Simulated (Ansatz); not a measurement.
C6H16Cl2GeN2, SMILES `CC[N](C)[Ge]([Cl])([Cl])[N](C)CC`, relaxed with RKS PBE-D4/def2-SVP in the Gaussian-basis code of Ansatz from a rough embedded geometry. The force threshold is 0.03 eV/Å; the program also tests the step.

The species carries charge 0 and has multiplicity 1.

Start:

```xyz
27

C     1.989   -2.623    1.379
C     2.068   -1.352    0.533
N     0.794   -0.678    0.607
C     0.595    0.151    1.898
Ge    0.622    0.552   -0.807
Cl    0.792   -0.489   -2.711
Cl    2.255    1.987   -0.703
N    -1.039    1.511   -0.702
C    -0.964    2.685   -1.627
C    -2.153    0.616   -1.168
C    -2.515   -0.398   -0.082
H     2.965   -3.189    1.156
H     1.228   -3.264    1.097
H     2.050   -2.396    2.425
H     2.266   -1.665   -0.517
H     2.916   -0.654    0.847
H    -0.315    0.678    1.885
H     1.481    0.829    1.981
H     0.600   -0.602    2.724
H    -1.874    3.222   -1.566
H    -0.740    2.358   -2.644
H    -0.194    3.330   -1.216
H    -1.892    0.099   -2.050
H    -3.042    1.226   -1.328
H    -3.508   -0.884   -0.321
H    -1.703   -1.161    0.029
H    -2.681    0.111    0.881
```

**Question.** By how much does the energy fall, and how many steps does the optimiser take? (Estimate.)

**Answer.** The calculation gave: 0.93 eV, in 17 steps, 1 of them rejected.

**Question.** Which bonds change most? (An estimate is asked.)

**Answer.** Ansatz gave: N3–C4 from 1.547 to 1.456 Å; Ge5–N8 from 1.921 to 1.839 Å; C1–H13 from 1.034 to 1.109 Å; C10–H23 from 1.055 to 1.120 Å.

**Question.** Give the relaxed structure. (Estimate.)

**Answer.** Computed: 
```xyz
27

C     1.687   -2.601    1.401
C     2.100   -1.321    0.671
N     1.027   -0.329    0.612
C     0.741    0.376    1.853
Ge    0.706    0.569   -0.942
Cl    0.863   -0.906   -2.557
Cl    2.236    2.096   -1.339
N    -0.931    1.405   -0.888
C    -1.065    2.731   -1.481
C    -2.136    0.585   -1.076
C    -2.162   -0.722   -0.292
H     2.525   -3.327    1.414
H     0.822   -3.076    0.894
H     1.401   -2.407    2.454
H     2.394   -1.580   -0.367
H     3.007   -0.882    1.156
H    -0.058    1.125    1.683
H     1.635    0.905    2.265
H     0.376   -0.327    2.634
H    -1.878    3.287   -0.962
H    -1.323    2.701   -2.568
H    -0.128    3.307   -1.368
H    -2.304    0.372   -2.163
H    -2.996    1.217   -0.757
H    -3.139   -1.222   -0.444
H    -1.374   -1.427   -0.627
H    -2.026   -0.548    0.795
```
